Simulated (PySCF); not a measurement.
**W⁶⁹⁺ (tungsten, charge +69) across methods**

[He] 2s2 2p1, 2P determinant. Computed with PySCF 2.14 in an even-tempered Gaussian basis (17 s from 47 bohr⁻², ratio 2.2; 10 p from 61 bohr⁻², ratio 2.2; 5 d from 230 bohr⁻², ratio 2.4; 5 f from 340 bohr⁻², ratio 2.4; 4 g from 510 bohr⁻², ratio 2.4), with the non-relativistic Hamiltonian (point nucleus).

```tsv
method	E (hartree)	mean ε 2s α (eV)	mean ε 2s β (eV)	mean ε 2p α (eV)	Σ⟨r²⟩ (bohr²)	⟨S²⟩
PBE0	-7358.22	-17175.5	-17137.6	-16998.2	0.02309	0.750
PBE	-7358.09	-17141.7	-17110.5	-16959.3	0.02309	0.750
r2SCAN	-7358.39	-17153.8	-17116.9	-16976.8	0.02309	0.750
PBEsol	-7355.38	-17137.3	-17105.2	-16952.9	0.02309	0.750
LDA	-7351.24	-17132.0	-17098.8	-16945.6	0.02310	0.750
UHF	-7358.46217	-17275.7	-17217.4	-17114.5	0.02309	0.750
```

(1) Estimate the same row for B97-3.

A non-relativistic calculation at this Z misses sizeable relativistic shifts. Spin-orbit coupling, absent here, splits the open shell strongly.

Results:

(1) E (hartree) = -7358.32; mean ε 2s α (eV) = -17178.0; mean ε 2s β (eV) = -17141.3; mean ε 2p α (eV) = -17000.2; Σ⟨r²⟩ (bohr²) = 0.02308; ⟨S²⟩ = 0.750.
